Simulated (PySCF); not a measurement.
From a computed spectrum to the compound

A species of 10 atoms with charge 3 has these harmonic modes (PBE, small Gaussian bases with core potentials, PySCF 2.14.0):

| cm⁻¹ | km/mol | symmetry |
| --- | --- | --- |
| -16 | – | a2 |
| 79 | 6.0 | e |
| 79 | 6.0 | e |
| 92 | 0.0 | a1 |
| 114 | 0.1 | e |
| 114 | 0.1 | e |
| 380 | 0.0 | a1 |
| 397 | 20.5 | e |
| 397 | 20.5 | e |
| 582 | 0.1 | a2 |
| 616 | 112.5 | e |
| 616 | 112.5 | e |
| 635 | 14.7 | e |
| 635 | 14.7 | e |
| 656 | 1062.7 | a2 |
| 1620 | 180.9 | e |
| 1620 | 180.9 | e |
| 1625 | 0.0 | a1 |
| 3436 | 860.8 | e |
| 3436 | 860.8 | e |
| 3456 | 0.0 | a1 |
| 3473 | 23.9 | a2 |
| 3477 | 606.5 | e |
| 3477 | 606.5 | e |

Which species is it, and in which structure?

[Nd(H2O)3]3+ (singlet in the valence; each metal's 4f electrons, 3 of them, lie in its core potential, out of spins and levels):
```xyz
10

Nd    0.0000    0.0000    0.0000
O     2.3274    0.0000    0.0000
H     2.9507   -0.7718    0.1101
H     2.9507    0.7719   -0.1101
O    -1.1637    2.0155    0.0000
H    -0.8070    2.9413    0.1101
H    -2.1438    2.1695   -0.1101
O    -1.1637   -2.0156    0.0000
H    -2.1438   -2.1695    0.1101
H    -0.8069   -2.9413   -0.1101
```
 Negative wavenumbers this small are taken as noise. An lcecp potential fixes the number of 4f electrons, so in runs with it no electron can move into or out of that shell.
 Other answers can fit too; this one was computed.
